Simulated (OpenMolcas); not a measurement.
**Ge III: effect of the IPEA shift**

| Quantity | Value |
| --- | --- |
| Program | OpenMolcas |
| Basis | ANO-R1 [5s4p3d1f] |
| Scalar Hamiltonian | X2C, finite nucleus |
| Active space | 2 electrons in 4 orbitals (4s 4p) |
| State averaging | 2S+1 = 3 even, 3 roots; 2S+1 = 1 even, 7 roots; 2S+1 = 3 odd, 3 roots; 2S+1 = 1 odd, 3 roots |
| Spin-orbit coupling | RASSI with atomic mean-field integrals over the reference wave functions, term energies averaged over their components |

Methods on the same reference wave functions:
A. CASSCF
B. MS-CASPT2, IPEA 0.25 Eh, imaginary shift 0.1 Eh (closed shells correlated: 3d)
C. MS-CASPT2, IPEA 0.5 Eh, imaginary shift 0.1 Eh (closed shells correlated: 3d)

Energies in cm-1 above 4s2 1S0, the measured ground level; measured values from Sugar and Musgrove, J. Phys. Chem. Ref. Data 22, 1213 (1993).

```csv
Level,A,B,C,Measured
4s2 1S0,0.0,0.0,0.0,0.0
4s 4p 3P* 0,58190,59262,59336,61734
4s 4p 3P* 1,58944,60011,60086,62500
4s 4p 3P* 2,60520,61592,61666,64144
4s 4p 1P* 1,98820,92663,93144,91873
4p2 3P0,143709,143486,143680,147685
4p2 3P1,144573,144380,144573,148640
4p2 3P2,145956,145532,145805,150372
4p2 1D2,155887,149031,150197,144975
4p2 1S0,178342,171642,172126,174114
```

Deviations, from unrounded energies. A percentage is the sum of absolute deviations over the sum of measured energies, with the sign that they share, or ± where signs differ.

```json
{"Against measurement": "mean absolute deviation (cm-1)", "Levels": "9", "A": "5000", "B": "3100", "C": "3200"}
{"Against measurement": "other configurations (%)", "Levels": "9", "A": "±4.3", "B": "±2.7", "C": "±2.7"}
```

B, C lie about equally close to measurement and A furthest from it. The largest miss of B in the table is 4p2 3P2, by -4800 cm-1. The ranking rests on the paired levels alone, and a cruder setting can come out closer through cancelling errors.

Between B and C the level of the table that moves most is 4p2 1D2, by 1200 cm-1 (lowest in B, highest in C).

The lowest spin-free term lies below A's lowest term by 0.368 hartree in B, 0.368 hartree in C.

The ¹D term of p² mixes with s d, which this space lacks. Some levels mix across a computed gap that differs much from the measured one, so their mixing is not that of the real levels (holds for B; C). Computed and measured levels are paired by configuration, term and J; levels that our copy of the source lacks, or whose pairing is in doubt (as where it misses far off the trend of its configuration), stay unpaired and out of the deviations. Only configurations of the active space appear.

* marks odd parity.
